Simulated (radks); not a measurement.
Question: Excited configurations of Zn: one electron is placed in a higher orbital outside [Ar] 3d10 4s1. The ground configuration is [Ar] 3d10 4s2. Calculated with a radial shooting solver on a logarithmic mesh with Libxc functionals: Dirac Kohn-Sham, PBE, spin-unpolarised, spherical densities, finite nucleus; open shells fill j = l - 1/2 first; Fermi nuclear charge, rms radius 3.9283 fm. Excitation = E - E(ground); binding = E(ion) - E, where the ion is the core of charge +1; n* = 1/sqrt(2 binding) in atomic units, and the quantum defect is n - n*.

outer orbital  excitation (eV)  binding (eV)     n*  quantum defect  eigenvalue (eV)  <r> (bohr)
4d3/2                    8.264         1.625  2.894           1.106           -0.711       9.863
5f5/2                    9.262         0.627  4.658           0.342           -0.366       29.51
6f5/2                    9.436         0.453  5.483           0.517           -0.286       44.29
7s1/2                    9.016         0.873  3.948           3.052           -0.561       25.43

Estimate the row for 5d3/2.

Answer: excitation (eV) 8.858; binding (eV) 1.031; n* 3.632; quantum defect 1.368; eigenvalue (eV) -0.569; <r> (bohr) 18.51. The Delta-SCF ionisation energy is 9.889 eV (NIST Atomic Spectra Database: 9.394 eV, measured). Self-interaction in the functional shifts the binding energies and quantum defects, so they are the method's values and not measured ones. Spin polarisation and multiplet splitting are left out, so open shells lie too high by an amount that depends on their filling.

Beside tabulated values, note that spin-unpolarised runs miss the spin-polarisation part of the exchange energy of open shells.
